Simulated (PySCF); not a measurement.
**Fractional electron number in Rh⁺ (rhodium, charge +1)**

The 4d beta orbital of [Kr] 4d8 is emptied in steps (occupation f), with all orbitals relaxed, ending at [Kr] 4d7. Computed with PySCF 2.14 in aug-cc-pVDZ-PP with ECP28MDF (5s5p4d2f, 54 functions), with scalar relativity through the core potential. The exact energy is a straight line in f; departures are measured from the line between the end points of the same method.

Problem. Among UHF, LDA, PBE, which shows the largest delocalisation error (convex curve), and which is closest to linear?

Solution. Most convex: LDA (-1.405 eV at f = 0.4); closest to linear: UHF (0.394 eV).

```json
{"f": "1", "UHF (eV)": "0.000", "LDA (eV)": "0.000", "PBE (eV)": "0.000"}
{"f": "0.8", "UHF (eV)": "0.284", "LDA (eV)": "-0.921", "PBE (eV)": "-0.897"}
{"f": "0.6", "UHF (eV)": "0.410", "LDA (eV)": "-1.393", "PBE (eV)": "-1.355"}
{"f": "0.4", "UHF (eV)": "0.394", "LDA (eV)": "-1.405", "PBE (eV)": "-1.365"}
{"f": "0.2", "UHF (eV)": "0.254", "LDA (eV)": "-0.944", "PBE (eV)": "-0.915"}
{"f": "0", "UHF (eV)": "0.000", "LDA (eV)": "0.000", "PBE (eV)": "0.000"}
```

| method | E(f=0) − E(f=1) (eV) | −ε at f=1 (eV) | −ε at f=0.4 (eV) |
| --- | --- | --- | --- |
| UHF | 16.492 | 18.340 | 16.091 |
| LDA | 18.852 | 13.153 | 19.967 |
| PBE | 18.563 | 13.005 | 19.655 |

Reference removal energy between the ground levels: 18.08 eV (semi-empirical (NIST evaluation); NIST Atomic Spectra Database, ionization energies). The calculation has no spin-orbit coupling. The determinant left behind need not be the lowest term of the ion. UHF lacks correlation.
